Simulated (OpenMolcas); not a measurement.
V2+ (d3) on a cation site of an ionic host was computed by SS-CASPT2, IPEA 0.25 Eh, imaginary shift 0.1 Eh with the d shell active (OpenMolcas, ANO-RCC-VDZP on the metal). Its lowest spin-free states, and all those of the highest spin:

```json
{"2S+1": "4", "Degeneracy": "3", "E (cm-1)": "0"}
{"2S+1": "4", "Degeneracy": "3", "E (cm-1)": "5120"}
{"2S+1": "2", "Degeneracy": "2", "E (cm-1)": "8840"}
{"2S+1": "2", "Degeneracy": "3", "E (cm-1)": "12480"}
{"2S+1": "4", "Degeneracy": "1", "E (cm-1)": "12720"}
{"2S+1": "2", "Degeneracy": "3", "E (cm-1)": "13100"}
{"2S+1": "4", "Degeneracy": "3", "E (cm-1)": "15870"}
{"2S+1": "2", "Degeneracy": "3", "E (cm-1)": "16120"}
{"2S+1": "2", "Degeneracy": "1", "E (cm-1)": "17330"}
{"2S+1": "2", "Degeneracy": "3", "E (cm-1)": "19440"}
{"2S+1": "2", "Degeneracy": "3", "E (cm-1)": "21340"}
{"2S+1": "2", "Degeneracy": "2", "E (cm-1)": "22630"}
```

Is the site octahedral, tetrahedral or cube-like, axial, or of lower symmetry?

The states with 2S+1 = 4 have orbital degeneracies 3, 3, 1, 3. Threefold states need a cubic site. For d3 at this spin an octahedron puts the single A2 below the threefold T2 and a tetrahedron or cube puts the threefold T1 below the threefold T2, so the site is a tetrahedron or a cube, which this pattern cannot tell apart. The run had V2+ with its 8 nearest fluoride ions at 2.277 Å, on the Ca site of CaF2 (a = 5.46294 Å, distance in the model lattice 2.366 Å). The rest of the host is ab initio model potentials to 7.6 Å and point charges beyond; the distance is set by hand and nothing relaxes. Ligand basis ANO-RCC-VDZP.

Roots that are degenerate in the reference are averaged as groups; the widest CASPT2 spread within a group is 380 cm-1 (the 3-fold group of multiplicity 4 near 5120 cm-1 above the lowest state of its run). Shifts and gaps below about the spread of the groups concerned are not significant. Over all roots computed the reference weight is 0.70; a low but even weight reflects the number of correlated electrons. An orbital triplet at a regular site is open to Jahn-Teller coupling, which can distort the site and quench the lowest spin-orbit gaps and is left out. Ligand-to-metal charge-transfer states are missing. These CASPT2 states fit no ligand-field parameters well, so their order and spin gaps are uncertain. With no ligand orbital active B as a rule stays too high, so bands that hang on it stand too high and its fall with covalency is understated. With one d shell and no ligand orbital active, 10Dq can be off by tens of per cent for divalent 3d ions, low with halides held by bare charges and at times high in hosts. Free-ion shares, where given, are those of the reference states; single-state CASPT2 does not remix them. No measured value stands beside these numbers; the geometry was set by hand and not optimised.
